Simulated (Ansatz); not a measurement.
C3H3BCl2O2, SMILES `Cl[B-]1(Cl)OC=CC=[O+]1`, relaxed with RKS PBE-D4/def2-SVP in the Gaussian-basis code of Ansatz from a rough embedded geometry. The force threshold is 0.03 eV/Å; the program also tests the step.

Total charge 0; spin multiplicity 1.

Start:

```xyz
11

Cl   -2.555    0.729    1.010
B    -1.450   -0.185   -0.146
Cl   -2.516   -1.138   -1.273
O    -0.544   -1.172    0.545
C     0.813   -0.818    0.819
C     1.397    0.181    0.211
C     0.605    0.973   -0.779
O    -0.623    0.774   -0.968
H     1.354   -1.482    1.526
H     2.416    0.395    0.378
H     1.103    1.743   -1.323
```

Task: How much energy does the relaxation release, and in how many steps? (An estimate is asked.)

Result: Computed: 0.84 eV, in 7 steps, 2 of them rejected.

Task: Which bonds change most? (Best estimate.)

Result: The calculation gave: O4–C5 from 1.429 to 1.289 Å; C6–C7 from 1.495 to 1.399 Å; C5–C6 from 1.307 to 1.399 Å; C6–H10 from 1.055 to 1.095 Å.

Task: Give the relaxed structure. (Estimate.)

Result: Computed: 
```xyz
11

Cl   -2.464    0.760    1.042
B    -1.462   -0.199   -0.149
Cl   -2.393   -1.236   -1.315
O    -0.538   -1.104    0.657
C     0.715   -0.843    0.810
C     1.369    0.218    0.176
C     0.623    0.976   -0.732
O    -0.633    0.794   -0.953
H     1.255   -1.544    1.474
H     2.438    0.401    0.329
H     1.089    1.776   -1.338
```
